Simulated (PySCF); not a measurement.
Energy of S²⁺ (sulfur, charge +2) between two integer charges

The 3p alpha orbital of [Ne] 3s2 3p2 is emptied in steps (occupation f), with all orbitals relaxed, ending at [Ne] 3s2 3p1. Computed with PySCF 2.14 in aug-cc-pVTZ-DK (6s5p3d2f, 50 functions), with the spin-free X2C one-electron Hamiltonian (Gaussian nucleus). The exact energy is a straight line in f; departures are measured from the line between the end points of the same method.

```
  f  UHF (eV)  LDA (eV)  PBE (eV)  PBE0 (eV)  r2SCAN (eV)  LC-wPBE (eV)  BHandHLYP (eV)  wB97X (eV)  B3LYP (eV)  M06-2X (eV)
  1     0.000     0.000     0.000      0.000        0.000         0.000           0.000       0.000       0.000        0.000
0.9     0.050    -0.543    -0.529     -0.386       -0.498        -0.122          -0.249      -0.153      -0.421       -0.266
0.7     0.115    -1.268    -1.233     -0.898       -1.153        -0.280          -0.579      -0.353      -0.981       -0.618
0.5     0.136    -1.510    -1.463     -1.063       -1.358        -0.326          -0.686      -0.411      -1.164       -0.734
0.3     0.113    -1.267    -1.222     -0.887       -1.123        -0.266          -0.573      -0.337      -0.973       -0.609
0.1     0.048    -0.542    -0.520     -0.376       -0.470        -0.109          -0.244      -0.141      -0.414       -0.248
  0     0.000     0.000     0.000      0.000        0.000         0.000           0.000       0.000       0.000        0.000
```

**Question.** For BHandHLYP, how does the orbital energy at f = 1 compare with the removal energy?

**Answer.** −ε = 31.921 eV against a total-energy difference of 34.691 eV. By Janak's theorem ε = ∂E/∂f, so the gap between them reflects the curvature. Along the path −ε is 32.481 (f = 0.9), 33.599 (f = 0.7), 34.709 (f = 0.5), 35.803 (f = 0.3), 36.868 (f = 0.1) eV.

| method | E(f=0) − E(f=1) (eV) | −ε at f=1 (eV) | −ε at f=0.5 (eV) |
| --- | --- | --- | --- |
| UHF | 34.149 | 34.708 | 34.142 |
| LDA | 34.866 | 28.843 | 34.868 |
| PBE | 34.825 | 28.943 | 34.856 |
| PBE0 | 34.868 | 30.569 | 34.902 |
| r2SCAN | 35.022 | 29.471 | 35.108 |
| LC-wPBE | 35.011 | 33.647 | 35.052 |
| BHandHLYP | 34.691 | 31.921 | 34.709 |
| wB97X | 34.735 | 33.022 | 34.784 |
| B3LYP | 34.819 | 30.136 | 34.842 |
| M06-2X | 34.669 | 31.714 | 34.682 |

Reference removal energy between the ground levels: 34.86 ± 0.04 eV (semi-empirical (NIST evaluation); NIST Atomic Spectra Database, ionization energies). The calculation has no spin-orbit coupling. UHF lacks correlation.
